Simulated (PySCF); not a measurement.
## Ru³²⁺ (ruthenium, charge +32) across methods

[Ne] 3s2, closed-shell 1S. Computed with PySCF 2.14 in an uncontracted even-tempered set (18 s from 5 bohr⁻², ratio 2.5; 11 p from 6.5 bohr⁻², ratio 2.5; 4 d from 24 bohr⁻², ratio 2.7; 4 f from 36 bohr⁻², ratio 2.7), with the spin-free X2C one-electron Hamiltonian (Gaussian nucleus).

| method | E (hartree) | mean ε 2s (eV) | mean ε 2p (eV) | mean ε 3s (eV) | Σ⟨r²⟩ (bohr²) | ⟨S²⟩ |
| --- | --- | --- | --- | --- | --- | --- |
| r2SCAN | -3727.08 | -4855.1 | -4541.7 | -1918.8 | 0.4426 | 0.000 |
| M06-L | -3727.15 | -4858.4 | -4543.0 | -1917.8 | 0.4420 | 0.000 |
| LDA | -3722.00 | -4833.0 | -4528.1 | -1917.8 | 0.4423 | 0.000 |
| TPSS | -3727.27 | -4844.3 | -4532.6 | -1918.6 | 0.4421 | 0.000 |
| PBE0 | -3726.89 | -4868.9 | -4554.2 | -1924.8 | 0.4421 | 0.000 |
| UHF | -3726.53913 | -4958.2 | -4623.8 | -1942.4 | 0.4426 | 0.000 |

**Question.** Estimate the same row for PBE.

**Answer.** E (hartree) = -3726.84; mean ε 2s (eV) = -4838.6; mean ε 2p (eV) = -4530.5; mean ε 3s (eV) = -1918.5; Σ⟨r²⟩ (bohr²) = 0.4420; ⟨S²⟩ = 0.000.
